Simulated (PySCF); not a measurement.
A small calculation by hand: dipole moment from atomic charges

Se(OH)(SeH) (H2OSe2), SMILES [SeH][Se]O. Atoms are numbered in the order given.

```xyz
5

Se     0.9643    -0.2017     0.2389
O      0.6075    -1.9599     0.5593
H      0.6424    -2.4031    -0.3069
Se    -1.0791     0.7048    -0.3900
H     -1.5970     0.9770     0.9697
```
Charge 0, spin multiplicity 1.

The structure is a stationary point at TPSSh-D3(BJ)/def2-SVP. One conformer was computed; it need not be the lowest.

Charges (e) from HF/def2-TZVPD (PySCF):

```csv
atom,ESP fit,IAO
Se1,0.104,0.382
O2,-0.501,-0.747
H3,0.393,0.371
Se4,-0.148,-0.036
H5,0.152,0.029
```

The dipole moment of the full density is 0.95 D.

Task: What dipole moment does each set of point charges give, and which comes closer to that of the density?

Result: 
μ = Σ q r, and 1 e Å = 4.8032 D.
ESP fit: Σ q r = (-0.035, 0.061, -0.171) e Å, |μ| = 0.89 D.
IAO: Σ q r = (0.145, 0.498, -0.398) e Å, |μ| = 3.14 D.
ESP fit comes closer in size. Point charges leave out the atoms' own dipoles (lone pairs, polarised bonds); fits to the potential absorb them, partitions of the density don't.
